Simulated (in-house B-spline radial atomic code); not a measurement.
Radial electron density of F³⁺, [He] 2p4. Level of theory: Dirac-Kohn-Sham PBE0, spherical fractional occupations, Fermi nucleus of rms radius 2.8976 fm; calculated with a B-spline radial code for spherical atoms.

Caution: exact exchange at fractional occupations of open shells leaves self-interaction of up to several eV.

Columns: r (bohr), 4πr²n(r) (electrons per bohr), bar.

```
 0.00649   0.2038 #
 0.00756   0.2711 #
 0.00881   0.3598 ##
  0.0103   0.4784 ##
   0.012   0.6294 ###
  0.0139   0.8156 ####
  0.0163    1.074 #####
  0.0189    1.377 ######
  0.0221    1.776 ########
  0.0257     2.25 ###########
    0.03    2.838 #############
  0.0349    3.516 ################
  0.0407     4.31 ####################
  0.0475      5.2 ########################
  0.0553    6.135 #############################
  0.0644    7.083 #################################
  0.0751    7.981 #####################################
  0.0875    8.726 #########################################
   0.102    9.231 ###########################################
   0.119    9.402 ############################################
   0.139    9.178 ###########################################
   0.161      8.6 ########################################
   0.188     7.68 ####################################
   0.219    6.609 ###############################
   0.256    5.546 ##########################
   0.298    4.729 ######################
   0.347    4.246 ####################
   0.404    4.112 ###################
   0.471    4.224 ####################
   0.549      4.4 #####################
    0.64    4.443 #####################
   0.746    4.213 ####################
   0.869    3.677 #################
    1.01     2.92 ##############
    1.18    2.048 ##########
    1.38    1.249 ######
     1.6    0.678 ###
    1.87   0.2991 #
    2.18    0.109 #
    2.54  0.03143 
    2.96 0.006844
```

On this grid the curve has 2 maxima, near 0.119, 0.64 bohr.

The 1s1/2 radial function P(r) = rR(r), positive near the nucleus, with its small component Q(r) (sign convention: Q ≈ (P' + κP/r)/2c):

| r (bohr) | P | Q |
| --- | --- | --- |
| 0.00222 | 0.1137 | -0.003746 |
| 0.00302 | 0.1535 | -0.005054 |
| 0.0041 | 0.2062 | -0.00679 |
| 0.00557 | 0.2762 | -0.009093 |
| 0.00756 | 0.368 | -0.01211 |
| 0.0103 | 0.4888 | -0.01607 |
| 0.0139 | 0.6382 | -0.02097 |
| 0.0189 | 0.8291 | -0.02721 |
| 0.0257 | 1.06 | -0.03472 |
| 0.0349 | 1.325 | -0.04328 |
| 0.0475 | 1.61 | -0.0524 |
| 0.0644 | 1.877 | -0.06078 |
| 0.0875 | 2.079 | -0.06683 |
| 0.119 | 2.144 | -0.0683 |
| 0.161 | 2.013 | -0.06346 |
| 0.219 | 1.665 | -0.0518 |
| 0.298 | 1.161 | -0.0356 |
| 0.404 | 0.6504 | -0.01962 |
| 0.549 | 0.2698 | -0.007988 |
| 0.746 | 0.07551 | -0.002188 |
| 1.01 | 0.01301 | -0.0003639 |
